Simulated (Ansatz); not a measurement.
Mo2N2, 4 atoms. Hardware: 4 threads of Arm Neoverse V2 on a shared host.

In the def2 sets Mo takes a core potential; there is no spin–orbit coupling. Correlated methods freeze 2 core orbitals; core or outer-core shells of Mo are correlated, in sets that lack core-valence functions.

(1) How many basis functions does each of these Ansatz runs have, and roughly what does it cost? BLYP-D4/def2-TZVP, charge 0 triplet, energy, from earlier orbitals; r2SCAN-D4/def2-TZVP, charge 0 triplet, energy, from earlier orbitals; r2SCAN-D4/def2-TZVP, charge 0 unrestricted singlet, energy, from earlier orbitals; PBE-D4/def2-TZVP, charge 0 triplet, relaxation, 6 steps; r2SCAN0-D4/def2-TZVP, charge 0 quintet, energy, from earlier orbitals; HF/STO-3G, charge 0 quintet, energy; PBE-D4/def2-TZVP, charge 0 singlet, relaxation, 10 steps; BLYP-D4/def2-TZVP, charge 0 quintet, energy, from earlier orbitals; PBE0-D4/def2-TZVP, charge 1 doublet at the geometry of the charge 0 singlet, energy, from earlier orbitals; BLYP-D4/def2-TZVP, charge 0 singlet, energy and forces, from earlier orbitals; B2PLYP/def2-TZVP, charge 0 triplet, energy, from earlier orbitals; PBE0-D4/def2-TZVP, charge 0 unrestricted singlet, energy, from earlier orbitals.

## Answers

(1) Other jobs shared the machine, so times can vary by a factor of up to 3. A dash marks memory too small to be measured apart from the calling script's.

```json
{"run": "HF/STO-3G, charge 0 quintet, energy", "functions": "64", "fitting or Cholesky vectors": "819", "wall time": "1.1 s", "peak host memory (GiB)": "–"}
{"run": "BLYP-D4/def2-TZVP, charge 0 singlet, energy and forces, from earlier orbitals", "functions": "142", "fitting or Cholesky vectors": "926", "wall time": "1.4 s", "peak host memory (GiB)": "–"}
{"run": "BLYP-D4/def2-TZVP, charge 0 triplet, energy, from earlier orbitals", "functions": "142", "fitting or Cholesky vectors": "926", "wall time": "2.2 s", "peak host memory (GiB)": "–"}
{"run": "BLYP-D4/def2-TZVP, charge 0 quintet, energy, from earlier orbitals", "functions": "142", "fitting or Cholesky vectors": "926", "wall time": "2.4 s", "peak host memory (GiB)": "–"}
{"run": "r2SCAN-D4/def2-TZVP, charge 0 triplet, energy, from earlier orbitals", "functions": "142", "fitting or Cholesky vectors": "926", "wall time": "4.4 s", "peak host memory (GiB)": "–"}
{"run": "r2SCAN-D4/def2-TZVP, charge 0 unrestricted singlet, energy, from earlier orbitals", "functions": "142", "fitting or Cholesky vectors": "926", "wall time": "4.8 s", "peak host memory (GiB)": "–"}
{"run": "PBE0-D4/def2-TZVP, charge 1 doublet at the geometry of the charge 0 singlet, energy, from earlier orbitals", "functions": "142", "fitting or Cholesky vectors": "1066", "wall time": "6.5 s", "peak host memory (GiB)": "–"}
{"run": "PBE-D4/def2-TZVP, charge 0 triplet, relaxation, 6 steps", "functions": "142", "fitting or Cholesky vectors": "926", "wall time": "8.5 s", "peak host memory (GiB)": "–"}
{"run": "B2PLYP/def2-TZVP, charge 0 triplet, energy, from earlier orbitals", "functions": "142", "fitting or Cholesky vectors": "1114", "wall time": "9.5 s", "peak host memory (GiB)": "–"}
{"run": "PBE-D4/def2-TZVP, charge 0 singlet, relaxation, 10 steps", "functions": "142", "fitting or Cholesky vectors": "926", "wall time": "10 s", "peak host memory (GiB)": "–"}
{"run": "r2SCAN0-D4/def2-TZVP, charge 0 quintet, energy, from earlier orbitals", "functions": "142", "fitting or Cholesky vectors": "1066", "wall time": "15 s", "peak host memory (GiB)": "0.63"}
{"run": "PBE0-D4/def2-TZVP, charge 0 unrestricted singlet, energy, from earlier orbitals", "functions": "142", "fitting or Cholesky vectors": "1066", "wall time": "20 s", "peak host memory (GiB)": "–"}
```
